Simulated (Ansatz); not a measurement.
Consider the substitution at a C–C bond: `B[SiH2]OCC` + `[OH][Sn]([OH])([Cl])[Cl]` → `C[O][Sn]([OH])([Cl])[Cl]` + `B[SiH2]OC`.

Gas-phase electronic energies from Ansatz, PBE0-D4/def2-TZVP geometries. CCSD(T)/CBS is the MP2 limit (def2-TZVPP, def2-QZVPP) plus CCSD(T) − MP2 in def2-TZVPP, frozen cores. Functionals use def2-TZVPP. Elements past krypton have def2 core potentials. For Sn outer-core shells are correlated without core-valence functions, which leaves a few kJ/mol of doubt a bond. One conformer a species, not always the lowest.

`B[SiH2]OCC`:

Cartesian coordinates in Å:
```
B -1.634 0.193 2.088
Si -0.348 1.308 1.028
O 0.696 0.479 0.057
C 0.244 -0.360 -0.987
C 1.420 -1.086 -1.592
H -1.787 -0.985 1.944
H -2.318 0.731 2.911
H 0.512 2.121 1.929
H -1.186 2.245 0.208
H -0.265 0.243 -1.752
H -0.489 -1.083 -0.601
H 2.146 -0.372 -1.986
H 1.090 -1.733 -2.408
H 1.917 -1.701 -0.839
```

`[OH][Sn]([OH])([Cl])[Cl]`:

```xyz
7

O     1.051   -0.477    1.154
Sn   -0.372    0.110   -0.024
O     0.030   -0.619   -1.766
Cl   -2.427   -0.667    0.617
Cl   -0.444    2.411   -0.038
H     1.207    0.116    1.895
H     0.955   -0.873   -1.839
```

`C[O][Sn]([OH])([Cl])[Cl]`:

Z-matrix (Å, degrees):
```
C
O 1 1.415
H 1 1.096 2 112.0
H 1 1.096 2 112.0 3 -122.5
H 1 1.092 2 107.3 3 118.7
Sn 2 1.936 1 121.4 3 61.0
Cl 6 2.298 2 110.8 1 -59.0
O 6 1.931 2 105.9 1 -179.3
Cl 6 2.297 2 111.0 1 60.7
H 8 0.963 6 111.3 2 1.4
```

`B[SiH2]OC`:

```xyz
11

B     0.187   -0.961    2.199
Si   -0.048    0.312    0.675
O     0.076   -0.463   -0.774
C    -0.056    0.216   -2.000
H     0.396   -2.128    2.057
H     0.118   -0.540    3.318
H    -1.380    0.990    0.779
H     0.976    1.402    0.762
H    -1.040    0.692   -2.092
H     0.715    0.988   -2.116
H     0.056   -0.508   -2.809
```

| level | ΔE (kJ/mol) |
| --- | --- |
| r2SCAN | 67.0 |
| CCSD(T)/def2-TZVPP | 66.2 |

**Question.** What does CCSD(T)/CBS give? (Estimate.)

**Answer.** Ansatz gave: +67.3 kJ/mol. The listed levels differ from it by -0.3, -1.1 kJ/mol.

Largest T1 diagnostic among the species: 0.013.

In def2-TZVPP, CCSD(T) changes the Hartree–Fock value by +7.1 kJ/mol (the triples alone add +0.1 kJ/mol) and MP2 by +11.2 kJ/mol.
